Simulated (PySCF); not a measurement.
GeH4MgSe. Atoms are numbered in the order given.

```xyz
7

Mg    -0.0088    -0.0788     0.0000
Se    -0.0408    -2.5314     0.0000
H      1.4477    -2.5064     0.0000
Ge     0.0009     2.5049     0.0000
H     -0.7106     3.1260    -1.2408
H      1.4372     3.1128     0.0000
H     -0.7106     3.1260     1.2408
```
Charge 0, spin multiplicity 1.

Coordinates come from a PBE-D3(BJ)/def2-SVP optimisation. The structure was generated by enumeration; whether it is a known compound was not checked. Other conformers were not sampled.

Method: PySCF with PBE0/pcSseg-1.

GIAO shieldings, no solvent; atoms alike by connectivity are averaged. δ = σ(ref) − σ: ⁷⁷Se against Me2Se (σ = 1740.1 ppm); ¹H against TMS (σ = 31.56 ppm); ⁷³Ge against GeH4 (σ = 1658.3 ppm), references at their B3LYP-D3(BJ)/def2-TZVP geometries, non-relativistic.

```csv
atoms,nucleus,count,δ (ppm)
Se2,⁷⁷Se,1,___
"H5, H6, H7",¹H,3,3.49
H3,¹H,1,___
Ge4,⁷³Ge,1,-124.2
```

Q: Complete the blanks. (An estimate is asked for; the answer gives what the named calculation found.)

A: 
- Se2, δ (ppm): -580.7
- H3, δ (ppm): -0.43
